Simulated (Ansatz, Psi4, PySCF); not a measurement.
Gas-phase reaction in SMILES: [CH]=CC[SiH3] → C=C[CH][SiH3]

Wanted: isomerisation energy (electronic), in kcal/mol. Conventions: non-relativistic; valence correlation only; no dispersion term unless named; six Cartesian d functions in 6-31G* and its kin unless marked 5d; no spin-orbit coupling; 6-311+G** with 5d, 6d on Na to Ar in Ansatz (a quantum-chemistry and plane-wave program); UHF or UKS for open shells. First-principles rows: single points at B3LYP-D3(BJ) geometries (Ansatz). A UHF reference is markedly spin-contaminated in at least one set, which strains HF and MP2.

```csv
level,program,isomerisation energy (electronic) (kcal/mol)
HF/3-21G,Ansatz,-26.6
B3LYP/6-31G,Ansatz,-29.2
B3LYP/6-31G*,Ansatz,-29.3
B3LYP/6-31+G*,Ansatz,-28.7
PBE0/6-311+G**,Ansatz,-26.8
M06-2X/6-31G* (5d),PySCF,-25.6
wB97X-D/6-31G*,Psi4,-28.0
PBE0/def2-TZVPD,Ansatz,-27.3
wB97M-V/def2-TZVPD,Ansatz,-26.7
B2PLYP-D3(BJ)/def2-TZVPD,Ansatz + dftd3,-26.9
```

No value to compare with is used here. The 7 habitual levels span -29.3 (B3LYP/6-31G*) to -25.6 kcal/mol (M06-2X/6-31G* (5d)); B2PLYP-D3(BJ)/def2-TZVPD gives -26.9.

The levels are drawn from those run, B3LYP/6-31G* more often than the rest, none by its result; left out are runs that failed, that the program found above a lower state of the same kind, or whose <S^2> lies over 0.5 above the pure value.
